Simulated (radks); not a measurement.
Problem. The vanadium ion V20+, configuration [He] 2s1. All-electron calculation, scalar-relativistic Kohn-Sham, r2SCAN, spin-polarised, spherical densities, finite nucleus; open shells are filled with parallel spins first; meta-GGA in the generalised Kohn-Sham scheme; Fermi nuclear charge, rms radius 3.6002 fm. Program: a radial shooting solver on a logarithmic mesh with Libxc functionals. Some entries of the table are withheld. Estimate them.

orbital  occ.  eigenvalue (Ry)  <r^2> (bohr^2)  <r> (bohr)
1s up       1        -485.8963        0.005806     0.06580
1s down     1        -485.4950        0.005806     0.06582
2s up       1        -113.1704             (1)      0.2734
2p up       0        -109.0058         0.06631         (2)
3s up       0        -46.65601             (3)      0.6214

Solution. 
(1) 2s up <r^2> (bohr^2): 0.08724
(2) 2p up <r> (bohr): 0.2348
(3) 3s up <r^2> (bohr^2): 0.4408
